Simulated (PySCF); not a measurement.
## Magnetisability: `CC(=C=O)[Se]C#N`, C$_{4}$H$_{3}$NOSe

Geometry:
| atom | x (Å) | y (Å) | z (Å) |
| --- | --- | --- | --- |
| C1 | -0.732 | -1.114 | -0.140 |
| C2 | -0.486 | 0.362 | -0.180 |
| C3 | -1.136 | 1.326 | 0.396 |
| O4 | -1.682 | 2.240 | 0.861 |
| Se5 | 1.017 | 1.044 | -1.216 |
| C6 | 2.305 | 0.487 | -0.045 |
| N7 | 3.101 | 0.114 | 0.692 |
| H8 | -0.854 | -1.506 | -1.150 |
| H9 | 0.109 | -1.625 | 0.329 |
| H10 | -1.634 | -1.323 | 0.431 |

Method used: PySCF 2.14.0, GIAO CAM-B3LYP/pcSseg-1 magnetisability, rotational g tensor and spin-rotation constants, non-relativistic, gas phase. Geometry: GFN2-xTB.

The calculation is non-relativistic, which matters for the atoms heavier than Zn.

Question: How diamagnetic is it, and how anisotropic?

Answer: Isotropic -1206 × 10⁻³⁰ J/T², or -72.6 × 10⁻⁶ cm³/mol; principal values -1290, -1203, -1125 × 10⁻³⁰ J/T², anisotropy 143 × 10⁻³⁰ J/T² (root of half the summed squared differences of the principal values). The susceptibility is in cgs units.

Question: Split it along the inertial axes a, b, c into diamagnetic and paramagnetic parts about the centre of mass, with the quadrupole moment.

Answer: 
| axis | χ (10⁻⁶ cm³/mol) | diamagnetic (10⁻⁶ cm³/mol) | paramagnetic (10⁻⁶ cm³/mol) | summed x² of all electrons (Å²) | quadrupole Θ (D Å) |
| --- | --- | --- | --- | --- | --- |
| a | -75.8 | -544.1 | 468.4 | 172.5 | -6.21 |
| b | -72.7 | -974.4 | 901.7 | 71.1 | +6.04 |
| c | -69.4 | -1033.8 | 964.4 | 57.1 | +0.17 |

Anisotropies 2χaa − χbb − χcc = -9.5 and 2χbb − χaa − χcc = -0.1 × 10⁻⁶ cm³/mol. Θ is traceless in Buckingham's convention.

Question: And the rotational g tensor?

Answer: 
```csv
axis,rotational constant (GHz),g,nuclear part,electronic part
a,2.5567,-0.0232,0.5394,-0.5625
b,1.2489,-0.0174,0.5117,-0.5291
c,1.1718,-0.0162,0.5147,-0.5309
```
Asymmetric top; isotopes 12C, 1H, 14N, 16O, 80Se; no vibrational averaging.
